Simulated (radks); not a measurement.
The ruthenium anion Ru- inside a hard spherical wall (all orbitals vanish at R), configuration held at [Kr] 4d7 5s2 and not refilled when levels cross. Calculated with a radial shooting solver on a logarithmic mesh with Libxc functionals: scalar-relativistic Kohn-Sham, PBEsol, spin-polarised, spherical densities, point nucleus; open shells are filled with parallel spins first (spin-orbit coupling, left out, can overturn this in heavy ions). Eigenvalues in eV for spin up, with the zero of energy where the potential of the charges vanishes at infinity; a dash marks a level that is unbound or too diffuse for the functional's potential to be trusted. A positive occupied level is held by the wall or, in an anion where self-interaction has pushed it up, behind a barrier. The pressure on the wall is -dE/dV.

R (bohr)  E (hartree)  kinetic (hartree)    e(4s)    e(4p)   e(4d)   e(5s)  e(6s, empty)  e(5p, empty)  pressure (GPa)
20        -4528.54228           4682.604  -71.448  -41.537  -0.338   0.451         2.286         2.332        0.000207
15        -4528.54178           4682.606  -71.360  -41.448  -0.248   0.527         3.155         2.832         0.00248
12        -4528.54011           4682.614  -71.195  -41.282  -0.082   0.666         4.351         3.287          0.0183
10        -4528.53574           4682.634  -70.918  -41.003   0.193   0.903         5.998         3.824          0.0904
8         -4528.51880           4682.708  -70.234  -40.316   0.854   1.508         9.542         4.929           0.596
7         -4528.49369           4682.812  -69.517  -39.600   1.525   2.175        13.019         6.014            1.77
6         -4528.43333           4683.051  -68.227  -38.321   2.706   3.452        19.092         7.946            6.06
5         -4528.27003           4683.665  -65.714  -35.857   4.961   6.195        30.804        11.824            25.1
3         -4525.58769           4692.911  -47.622  -18.511  22.499  35.882        126.87        49.227            1150
2         -4510.92468           4740.775   -6.181   24.199  72.753  149.20        394.45        175.25           22100
